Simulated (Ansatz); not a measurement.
Calculated with Ansatz (gas phase, PBE0-D4/def2-TZVP geometries, no zero-point term in ΔE). CCSD(T)/CBS adds triple-zeta CCSD(T) − MP2 to the extrapolated MP2 energy (def2 sets, frozen cores). Functionals use def2-TZVPP. For Ge outer-core shells are correlated without core-valence functions, which leaves a few kJ/mol of doubt a bond. Scalar relativity is left out up to krypton. One conformer a species, not always the lowest.

Reaction (redistribution): `[Cl][GeH]([Cl])[Cl]` + `O[SiH2][SiH2]Cl` → `[Cl][GeH2][Cl]` + `O[SiH2][SiH](Cl)Cl`

`[Cl][GeH]([Cl])[Cl]`:

Cartesian coordinates in Å:
```
Cl -0.890 -1.090 -1.533
Ge 0.021 0.130 -0.049
Cl -1.246 0.173 1.658
Cl 1.872 -0.754 0.508
H 0.243 1.541 -0.583
```

`O[SiH2][SiH2]Cl`:

Cartesian coordinates in Å:
```
O 0.166 -1.990 0.221
Si -0.015 -0.535 0.974
Si -0.308 1.122 -0.665
Cl 1.085 0.635 -2.128
H 0.745 -2.007 -0.545
H -1.194 -0.659 1.867
H 1.177 -0.173 1.792
H -1.643 1.105 -1.314
H -0.013 2.502 -0.203
```

`[Cl][GeH2][Cl]`:

Z-matrix (Å, degrees):
```
Ge
Cl 1 2.140
Cl 1 2.140 2 108.2
H 1 1.528 2 108.2 3 116.9
H 1 1.528 2 108.2 3 -116.9
```

`O[SiH2][SiH](Cl)Cl`:

Z-matrix (Å, degrees):
```
Si
Si 1 2.346
O 1 1.648 2 109.7
H 1 1.489 2 106.6 3 122.4
H 1 1.482 2 111.3 3 -117.7
Cl 2 2.064 1 105.9 3 -46.5
Cl 2 2.053 1 110.1 3 -164.8
H 2 1.481 1 117.6 3 72.2
H 3 0.959 1 117.2 2 52.7
```

```json
{"level": "B2PLYP", "ΔE (kJ/mol)": "-27.4"}
{"level": "BLYP", "ΔE (kJ/mol)": "-26.7"}
```

**Question.** What does CCSD(T)/CBS give? (Best estimate.)

**Answer.** The calculation gave: -30.0 kJ/mol. The listed levels differ from it by 2.6, 3.3 kJ/mol.

Largest T1 diagnostic among the species: 0.011.

At CCSD(T), def2-SVP lies +10.6 kJ/mol from the extrapolated value and def2-TZVPP +4.3 kJ/mol. Leaving LDA and LC-ωPBE aside and taking each functional with its dispersion term where it has one, the values, not all of them listed here, spread over 2.5 kJ/mol, from ωB97M-V to BLYP-D4.
